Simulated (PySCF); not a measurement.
# Vibration and rotation of LaCl

RHF-CCSD(T) constants of LaCl, singlet, about 0.1 electrons in the 4f shell (Mulliken) (basis La x2c-SVPall, Cl x2c-SVPall; spin-free X2C with a Gaussian nucleus; PySCF 2.14; masses 138.9063 and 34.9689 u):

- ωe: 360.0 cm⁻¹
- ωexe: 0.902 cm⁻¹
- Be: 0.095121 cm⁻¹
- αe: 0.000331 cm⁻¹
- De to La (5d1 6s2) + Cl: 5.00 eV

(1) What force constant and bond length do these constants imply?

(2) Estimate the centrifugal constant D from the Kratzer relation and find the Dunham coefficient a1.

Correlated steps freeze 23 core orbitals. Correlated levels converge slowly with the basis: in double zeta they bind strong bonds too weakly, by up to about 1 eV, and carry superposition errors of some tenths. These are scalar-relativistic numbers at best; spin–orbit coupling would shift them, the dissociation energy most. Where the molecule has an RHF reference, its open-shell atoms are computed with UHF.

## Answers

(1) Reduced mass μred = 27.936 u; k = 5.8918×10⁻⁷·μred·ωe² (u, cm⁻¹, mdyn/Å) = 2.13 mdyn/Å; Re = √(16.8576/(μred·Be)) (u, cm⁻¹, Å) = 2.519 Å.

(2) D = 4Be³/ωe² = 2.66e-08 cm⁻¹; a1 = −1 − αeωe/(6Be²) = -3.19.
